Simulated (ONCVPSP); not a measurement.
**What one change does to a pseudopotential (Ta, ONCV)**

tantalum (Ta), optimised norm-conserving Vanderbilt (ONCV), made with ONCVPSP 4.0.1 (Wu-Cohen, scalar-relativistic). Core [Kr] 4d10 4f14 5s2, reference 5p6 5d3 6s1 6p1. Waves: 6s: rc 2.85 bohr, ncon 4, nbas 8, qcut 2.3 1/bohr, 2 projectors, debl 3.3 Ha; 5p+6p: rc 1.95 bohr, ncon 5, nbas 10, qcut 7.2 1/bohr, 2 projectors; 5d: rc 2.20 bohr, ncon 4, nbas 8, qcut 8 1/bohr, 2 projectors, debl 1.6 Ha. Local part: polynomial inside 1.90 bohr (lpopt 5, dvloc0 -1 Ha). Core correction: Teter function, fcfact 4.5, rcfact 1.5.

Change: p: qcut 9.6.

Cutoffs: the cutoffs (Ha) at which the residual kinetic energy of the hardest occupied pseudo-wave falls to 1 and 0.1 mHa per electron; they do not see the model core or the augmentation charge, which bear on the density cutoff. Errors are all-electron minus pseudo energies relative to the spin-unpolarised reference configuration.

Task: Predict the effect on cutoff, ghosts and configuration errors.

Result: The potential gets harder (15 Ha and 21 Ha → 26 Ha and 32 Ha); the errors of the 4 common tests hardly move; neither file shows a bound ghost. The waves are optimised to have the least kinetic energy above qcut, so the cutoff follows it (qcut²/2 in Ha).

| quantity | base | changed |
| --- | --- | --- |
| cutoff, loose | 15 Ha | 26 Ha |
| cutoff, tight | 21 Ha | 32 Ha |
| loose cutoff by channel | s 3.1 Ha, p 15 Ha, d 14 Ha | s 3.1 Ha, p 26 Ha, d 14 Ha |
| bound ghosts | none | none |
| GHOST(+) flags under 300 eV | s at 22.5 eV | s at 22.5 eV |
| error for 5p6 5d3 6s2 6p0, meV [ΔE -4.26 eV] | -2.9 | -2.7 |
| error for 5p6 5d3 6s1 6p0, meV [ΔE 4.26 eV] | -3.0 | -2.9 |
| error for 5p6 5d3 6s0 6p0, meV [ΔE 19.23 eV] | -13 | -13 |
| error for 5p6 5d2 6s2 6p1, meV [ΔE -1.21 eV] | -28 | -29 |
| s: phases at 2.89 bohr within 0.05 rad from the reference energy up to (Ha; the scan ends near 5) | 0.6 | 0.6 |
| p: phases at 1.98 bohr within 0.05 rad from the reference energy up to (Ha; the scan ends near 5) | to the end of the scan | to the end of the scan |
| d: phases at 2.23 bohr within 0.05 rad from the reference energy up to (Ha; the scan ends near 5) | to the end of the scan | to the end of the scan |
| rms error of d²Exc/dni dnj with the model core, mHa | 0.43 | 0.40 |
